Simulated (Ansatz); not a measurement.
Geometry optimisation, RKS revPBE-D4/6-31G* (Ansatz 0.2.0).

The input (input.yaml):

```yaml
crystal:
  periodic: [false, false, false]
  atoms:
    - { symbol: Si, position_ang: [-0.118143, 0.197639, -0.045627] }
    - { symbol: H, position_ang: [0.126685, 0.317821, 1.407844] }
    - { symbol: Cl, position_ang: [1.763782, 0.251073, -0.94285] }
    - { symbol: H, position_ang: [-0.870102, 1.388521, -0.532194] }
    - { symbol: O, position_ang: [-1.049812, -1.119272, -0.452057] }
    - { symbol: H, position_ang: [-0.67463, -1.935124, -0.05917] }
    - { symbol: F, position_ang: [0.859541, -2.06535, 1.283002] }
    - { symbol: H, position_ang: [0.768179, -1.362409, 1.898051] }
basis:
  gaussian: { orbitals: "6-31G*" }
hamiltonian:
  xc: revpbe
  dispersion: d4
relax:
  f_tol: 0.03
  max_steps: 50
```

Launched with:

```bash
$ ansatz run input.yaml --threads 1 --pin off --max-ram 2048MiB --backend cpu --events-out ev --progress --plain --runs-dir out
```

**Question.** Where does it end, and by what steps?

**Answer.** The run converged. After 16 steps the energy has fallen by 0.121 eV; H8 moved furthest, 0.82 Å.

```json
{"step": "0", "energy less start (eV)": "0.0000", "largest force component (eV/Å)": "0.721", "accepted": "yes"}
{"step": "1", "energy less start (eV)": "-0.0791", "largest force component (eV/Å)": "0.150", "accepted": "yes"}
{"step": "2", "energy less start (eV)": "-0.0915", "largest force component (eV/Å)": "0.515", "accepted": "yes"}
{"step": "3", "energy less start (eV)": "-0.1010", "largest force component (eV/Å)": "0.260", "accepted": "yes"}
{"step": "4", "energy less start (eV)": "-0.1109", "largest force component (eV/Å)": "0.141", "accepted": "yes"}
{"step": "5", "energy less start (eV)": "-0.1133", "largest force component (eV/Å)": "0.322", "accepted": "yes"}
{"step": "6", "energy less start (eV)": "-0.1160", "largest force component (eV/Å)": "0.145", "accepted": "yes"}
{"step": "7", "energy less start (eV)": "-0.1056", "largest force component (eV/Å)": "0.326", "accepted": "no"}
{"step": "8", "energy less start (eV)": "-0.1188", "largest force component (eV/Å)": "0.057", "accepted": "yes"}
{"step": "9", "energy less start (eV)": "-0.1198", "largest force component (eV/Å)": "0.062", "accepted": "yes"}
{"step": "10", "energy less start (eV)": "-0.1199", "largest force component (eV/Å)": "0.053", "accepted": "yes"}
{"step": "11", "energy less start (eV)": "-0.1013", "largest force component (eV/Å)": "1.115", "accepted": "no"}
{"step": "12", "energy less start (eV)": "-0.1201", "largest force component (eV/Å)": "0.042", "accepted": "yes"}
{"step": "13", "energy less start (eV)": "-0.1206", "largest force component (eV/Å)": "0.057", "accepted": "yes"}
{"step": "14", "energy less start (eV)": "-0.1209", "largest force component (eV/Å)": "0.053", "accepted": "yes"}
{"step": "15", "energy less start (eV)": "-0.1210", "largest force component (eV/Å)": "0.038", "accepted": "yes"}
{"step": "16", "energy less start (eV)": "-0.1211", "largest force component (eV/Å)": "0.013", "accepted": "yes"}
```

```xyz
8
Properties=species:S:1:pos:R:3
Si -0.137 0.406 -0.152
H 0.220 0.731 1.271
Cl 1.664 0.543 -1.201
H -1.083 1.403 -0.730
O -0.870 -1.078 -0.306
H -0.349 -1.798 0.119
F 0.863 -2.454 1.384
H 0.498 -2.081 2.173
```

Whether the end is a true minimum wasn't checked by a vibrational analysis.

Run time: 44 s on 1 thread of Arm Neoverse V2, on a shared host, peak memory 0.16 GiB.
